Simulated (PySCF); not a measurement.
C₄H₅Si, SMILES [C]1=CC=C[SiH2]1, multiplicity 2. Coordinates come from a PBE0-D3(BJ)/def2-SVP optimisation. The isomer is the one that the SMILES or the coordinates give; other isomers of the formula were not compared.

Computed equilibrium geometry at PBE0-D3(BJ)/def2-SVP (PySCF confirms it by a frequency run) as a Z-matrix, and its point group:
point group Cs.
```
C
C 1 1.3518
H 1 1.0920 2 122.10
H 2 1.0966 1 123.24 3 0.00
C 2 1.4916 4 119.07 1 180.00
C 5 1.3348 2 113.86 4 180.00
H 5 1.0965 6 125.70 2 180.00
Si 6 1.8706 5 110.67 7 180.00
H 8 1.4918 6 113.51 5 117.11
H 8 1.4918 9 109.42 6 -127.92
```
Charge 0, spin multiplicity 2.
